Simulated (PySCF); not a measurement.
## ³¹P chemical shifts

Non-relativistic Hamiltonian, one conformer, isolated molecule, equivalent nuclei averaged. Structure optimised with GFN2-xTB; shielding tensors at PBE0/pcSseg-1 (GIAO); PySCF 2.14.0 with density-fitted response routines.

Shieldings were converted by a linear fit to measured shifts: ³¹P: δ = 270.09 − 0.828σ (rms 18.1 ppm, 64 shifts vs H3PO4, solution or neat liquid). Occasional misses reach two or three times the rms, and more in compound classes unlike the fitted ones.

Problem. Give the ³¹P shifts of `FC(F)(F)p1[pH][pH]1`, `[SiH3]c1ccpc(C2CC2)c1`.

Solution. 
| compound | environment | δ (ppm) |
| --- | --- | --- |
| [F:1][C:2]([F:3])([F:4])[p:5]1[pH:6][pH:7]1 | P5: ring phosphorus | -172.4 |
| [F:1][C:2]([F:3])([F:4])[p:5]1[pH:6][pH:7]1 | P6/7: ring phosphorus (×2) | -239.5 |
| [SiH3]c1ccpc(C2CC2)c1 | phosphorus bonded to 2 C, in a 6-membered ring | 185.1 |

Problem. Order these by ³¹P shift, lowest first.
A. Pc1ccc(Cl)cc1
B. [SiH3]c1ccc(C2CC2)pc1
C. Cc1ccc(/P=C\[SiH3])cc1
D. Fc1c[pH]c2ccccc12
E. N#Cc1pccs1
F. C=C[P@](=O)(O)c1ccoc1

Solution. A (-116.8 ppm, phosphorus bonded to C, 2 H), D (-76.6 ppm, ring phosphorus), F (17.0 ppm, phosphorus bonded to 2 C, 2 O), B (177.5 ppm, phosphorus bonded to 2 C, in a 6-membered ring), E (250.1 ppm, phosphorus bonded to 2 C, in a 5-membered ring), C (350.9 ppm, phosphorus bonded to 2 C).
